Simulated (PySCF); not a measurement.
AlBFHN, ClFOSi, AlH3O3, AlBFH2N and others (calculated)

Computed with PySCF 2.14.0. Calculation on a computer-drawn molecule: optimised geometry and harmonic frequencies of an isolated molecule of the commonest isotopes, restricted reference for singlets and unrestricted otherwise, frozen core in MP2.

Common to all runs: charge 0; basis cc-pV(D+d)Z.

(1) AlBFHN

Start structure:
```xyz
5
AlBFHN
B     -1.2936    -0.5839    -0.9702
N     -0.4242     0.2182    -0.5297
Al     0.9887     1.2296     0.0786
F      2.1479     1.1223     1.2769
H     -2.1129    -1.2928    -1.3308
```

```
multiplicity                                  : 2
method                                        : HF
rotational constants                          : 31.3, 3.228, 2.926 GHz
total energy                                  : -421.1855 hartree
spin squared                                  : 0.752
convergence status largest gradient component : 3.148e-05 hartree/bohr
```

Drawn bonds:
| atom | other atom | order |
| --- | --- | --- |
| 1 | 2 | 2 |
| 2 | 3 | 1 |
| 3 | 4 | 1 |
| 1 | 5 | 1 |

Optimised structure:
```xyz
5
AlBFHN
B     -1.2156    -0.5499    -0.9025
N     -0.3123     0.2134    -0.5030
Al     0.9342     1.3602    -0.0133
F      1.9624     0.9395     1.2181
H     -2.0628    -1.2699    -1.2746
```

Modes:
| frequency (cm⁻¹) | reduced mass (dalton) |
| --- | --- |
| 112.7 | 4.529 |
| 149.3 | 4.541 |
| 289.7 | 11.29 |
| 673.2 | 11.92 |
| 829.1 | 1.354 |
| 838.6 | 1.353 |
| 857.9 | 19.64 |
| 1941 | 5.285 |
| 2983 | 1.19 |

(2) ClFOSi

Start structure:
```xyz
4
ClFOSi
O     -0.5577     3.5970     3.6565
Si     0.5965     2.8373     3.1220
F      0.6991     2.1808     1.6920
Cl     2.3235     2.4317     4.0389
```

```
multiplicity                                  : 1
method                                        : MP2
rotational constants                          : 7.469, 3.708, 2.478 GHz
total energy                                  : -923.4507 hartree
convergence status largest gradient component : 4.44e-05 hartree/bohr
```

Drawn bonds:
| atom | other atom | order |
| --- | --- | --- |
| 1 | 2 | 2 |
| 2 | 3 | 1 |
| 2 | 4 | 1 |

Optimised structure:
```xyz
4
ClFOSi
O     -0.5889     3.6196     3.6756
Si     0.5973     2.8371     3.1230
F      0.7123     2.1651     1.6692
Cl     2.3407     2.4250     4.0416
```

Modes:
| frequency (cm⁻¹) | reduced mass (dalton) |
| --- | --- |
| 254.5 | 21.33 |
| 315.7 | 20.1 |
| 330.3 | 23.5 |
| 577.5 | 25.89 |
| 884.8 | 21.35 |
| 1267 | 20.02 |

(3) AlH3O3

Start structure:
```xyz
7
AlH3O3
O      1.1750    -0.5612    -1.4514
Al    -0.1497     0.1645    -1.9530
O     -1.4765     0.2966    -0.9517
O     -0.2325     0.8271    -3.4687
H      1.4940    -0.9794    -0.6379
H     -2.3097     0.6835    -1.0090
H      0.3446     0.9444    -4.2185
```

```
multiplicity                                  : 1
method                                        : HF
rotational constants                          : 6.627, 6.624, 3.313 GHz
total energy                                  : -468.4466 hartree
convergence status largest gradient component : 3.888e-05 hartree/bohr
```

Drawn bonds:
| atom | other atom | order |
| --- | --- | --- |
| 1 | 2 | 1 |
| 2 | 3 | 1 |
| 2 | 4 | 1 |
| 1 | 5 | 1 |
| 3 | 6 | 1 |
| 4 | 7 | 1 |

Optimised structure:
```xyz
7
AlH3O3
O      1.2591    -0.5634    -1.4854
Al    -0.1649     0.1963    -1.9557
O     -1.4646     0.2787    -0.8924
O     -0.2898     0.8739    -3.4893
H      1.4294    -0.9715    -0.6533
H     -2.3008     0.6801    -1.0588
H      0.3768     0.8814    -4.1553
```

Modes:
| frequency (cm⁻¹) | reduced mass (dalton) |
| --- | --- |
| 247.3 | 3.919 |
| 247.3 | 3.921 |
| 305.5 | 2.883 |
| 386.3 | 1.52 |
| 387.8 | 1.128 |
| 388 | 1.125 |
| 631.8 | 1.353 |
| 643.6 | 1.366 |
| 644.1 | 1.366 |
| 734.4 | 3.721 |
| 981.3 | 7.521 |
| 981.5 | 7.524 |
| 4224 | 1.068 |
| 4224 | 1.068 |
| 4227 | 1.068 |

(4) AlBFH2N

Start structure:
```xyz
6
AlBFH2N
N      0.5374     0.6981     1.0705
Al     0.2791    -0.7315     0.2497
B     -0.2396    -2.5448    -0.7226
F      0.6362    -3.4179    -1.2390
H      1.4497     0.9831     1.2499
H     -1.3617    -2.9389    -0.9722
```

```
multiplicity                                  : 1
method                                        : HF
rotational constants                          : 47.34, 2.3, 2.193 GHz
total energy                                  : -421.6404 hartree
convergence status largest gradient component : 2.158e-05 hartree/bohr
```

Drawn bonds:
| atom | other atom | order |
| --- | --- | --- |
| 1 | 2 | 2 |
| 2 | 3 | 1 |
| 3 | 4 | 1 |
| 1 | 5 | 1 |
| 3 | 6 | 1 |

Optimised structure:
```xyz
6
AlBFH2N
N      0.8542     0.5085     0.9676
Al     0.4107    -0.8295     0.2176
B     -0.2856    -2.6111    -0.7817
F      0.6073    -3.4636    -1.2630
H      1.1561     1.3311     1.4297
H     -1.4416    -2.8873    -0.9339
```

Modes:
| frequency (cm⁻¹) | reduced mass (dalton) |
| --- | --- |
| 111.9 | 8.383 |
| 140.1 | 6.036 |
| 284 | 13.92 |
| 506.7 | 1.464 |
| 537.5 | 1.129 |
| 565.5 | 2.354 |
| 796 | 1.553 |
| 1161 | 1.308 |
| 1235 | 9.499 |
| 1315 | 5.869 |
| 2731 | 1.091 |
| 3997 | 1.087 |

(5) AlH4N

Start structure:
```xyz
6
AlH4N
N      0.3971     0.5293     1.3036
Al     1.9678     0.8001     2.0579
H     -0.4494     1.0140     1.5377
H      0.2117    -0.1334     0.5737
H      2.0780     1.8878     3.1967
H      3.1978    -0.0566     1.5627
```

```
multiplicity                                  : 1
method                                        : MP2
rotational constants                          : 95.21, 13, 11.43 GHz
total energy                                  : -298.9711 hartree
convergence status largest gradient component : 3.183e-05 hartree/bohr
```

Drawn bonds:
| atom | other atom | order |
| --- | --- | --- |
| 1 | 2 | 1 |
| 1 | 3 | 1 |
| 1 | 4 | 1 |
| 2 | 5 | 1 |
| 2 | 6 | 1 |

Optimised structure:
```xyz
6
AlH4N
N      0.3984     0.5293     1.3040
Al     1.9793     0.8019     2.0633
H     -0.4598     1.0214     1.5421
H      0.2099    -0.1427     0.5637
H      2.0748     1.8920     3.2000
H      3.2003    -0.0609     1.5592
```

Modes:
| frequency (cm⁻¹) | reduced mass (dalton) |
| --- | --- |
| 413.5 | 1.276 |
| 422.3 | 1.038 |
| 511.5 | 1.008 |
| 629.4 | 1.135 |
| 735.4 | 1.34 |
| 768.2 | 1.342 |
| 842 | 2.679 |
| 1550 | 1.114 |
| 1978 | 1.023 |
| 1982 | 1.063 |
| 3605 | 1.052 |
| 3705 | 1.093 |

(6) FH3NSi

Start structure:
```xyz
6
FH3NSi
N     -1.8928    -1.8787     0.8437
Si    -2.1174    -0.1344     0.9725
F     -1.6536     0.1914     2.5176
H     -1.8889    -2.3669     0.0456
H     -1.3859    -2.2637     1.6653
H     -3.4858     0.2630     0.8491
```

```
multiplicity                                  : 2
method                                        : HF
rotational constants                          : 26.95, 7.002, 5.908 GHz
total energy                                  : -444.6222 hartree
spin squared                                  : 0.7525
convergence status largest gradient component : 1.452e-05 hartree/bohr
```

Drawn bonds:
| atom | other atom | order |
| --- | --- | --- |
| 1 | 2 | 1 |
| 2 | 3 | 1 |
| 1 | 4 | 1 |
| 1 | 5 | 1 |
| 2 | 6 | 1 |

Optimised structure:
```xyz
6
FH3NSi
N     -1.7319    -1.7875     0.7511
Si    -1.9675    -0.1464     1.1356
F     -2.1074     0.1344     2.7312
H     -2.5023    -2.4314     0.7659
H     -0.8734    -2.2527     0.9774
H     -3.2418     0.2942     0.5327
```

Modes:
| frequency (cm⁻¹) | reduced mass (dalton) |
| --- | --- |
| 227.6 | 1.089 |
| 295.3 | 2.625 |
| 437.3 | 1.761 |
| 663.2 | 1.084 |
| 834 | 6.627 |
| 882.2 | 1.285 |
| 928.8 | 3.344 |
| 977.9 | 1.445 |
| 1686 | 1.114 |
| 2314 | 1.042 |
| 3764 | 1.051 |
| 3862 | 1.095 |

(7) BH5OSi2

Start structure:
```xyz
9
BH5OSi2
B     -2.6751     0.1252     3.3471
Si    -1.2608    -0.2345     2.0320
Si    -1.7511     0.8059     0.0513
O     -2.7815     1.8632    -0.0590
H     -2.6093     1.0309     4.0901
H     -3.6586    -0.5722     3.3259
H     -1.0658    -1.6506     1.6704
H      0.0686     0.1790     2.4764
H     -0.8857     0.4594    -1.1472
```

```
multiplicity                                  : 1
method                                        : HF
rotational constants                          : 7.415, 2.694, 2.057 GHz
total energy                                  : -680.2858 hartree
convergence status largest gradient component : 4.844e-06 hartree/bohr
```

Drawn bonds:
| atom | other atom | order |
| --- | --- | --- |
| 1 | 2 | 1 |
| 2 | 3 | 1 |
| 3 | 4 | 2 |
| 1 | 5 | 1 |
| 1 | 6 | 1 |
| 2 | 7 | 1 |
| 2 | 8 | 1 |
| 3 | 9 | 1 |

Optimised structure:
```xyz
9
BH5OSi2
B     -2.6945     0.1660     3.2993
Si    -1.1822    -0.3391     2.0344
Si    -1.7236     0.8326     0.0518
O     -2.9626     1.6849     0.0099
H     -2.6068     1.1356     3.9954
H     -3.6988    -0.4838     3.3368
H     -1.1063    -1.7840     1.7002
H      0.1669     0.1041     2.4686
H     -0.8114     0.6899    -1.1094
```

Modes:
| frequency (cm⁻¹) | reduced mass (dalton) |
| --- | --- |
| 55.61 | 2.905 |
| 73.94 | 4.474 |
| 170.2 | 1.031 |
| 264 | 7.117 |
| 401.4 | 1.081 |
| 427.2 | 5.724 |
| 491.6 | 1.088 |
| 645.3 | 1.323 |
| 649.5 | 3.893 |
| 758.1 | 1.234 |
| 822 | 1.219 |
| 891.7 | 1.125 |
| 970.6 | 1.327 |
| 1021 | 1.061 |
| 1255 | 1.161 |
| 1300 | 13.57 |
| 2288 | 1.034 |
| 2291 | 1.051 |
| 2304 | 1.04 |
| 2697 | 1.052 |
| 2786 | 1.127 |

(8) F3HSi

Start structure:
```xyz
5
F3HSi
F     -0.5504     0.3115    -1.1420
Si     0.9848     0.7047    -1.1381
F      1.5341     0.5492    -2.6163
F      1.0983     2.2321    -0.7313
H      1.7295    -0.1309    -0.2199
```

```
multiplicity                                  : 1
method                                        : MP2
rotational constants                          : 6.85, 6.85, 3.915 GHz
total energy                                  : -588.6930 hartree
convergence status largest gradient component : 8.789e-06 hartree/bohr
```

Drawn bonds:
| atom | other atom | order |
| --- | --- | --- |
| 1 | 2 | 1 |
| 2 | 3 | 1 |
| 2 | 4 | 1 |
| 2 | 5 | 1 |

Optimised structure:
```xyz
5
F3HSi
F     -0.5706     0.2991    -1.1356
Si     0.9826     0.7071    -1.1407
F      1.5485     0.5408    -2.6344
F      1.1054     2.2516    -0.7181
H      1.7304    -0.1320    -0.2187
```

Modes:
| frequency (cm⁻¹) | reduced mass (dalton) |
| --- | --- |
| 293.5 | 14.5 |
| 293.5 | 14.5 |
| 409.3 | 16.82 |
| 817.3 | 17.43 |
| 850.3 | 1.228 |
| 850.5 | 1.229 |
| 989.6 | 6.632 |
| 989.6 | 6.616 |
| 2430 | 1.044 |
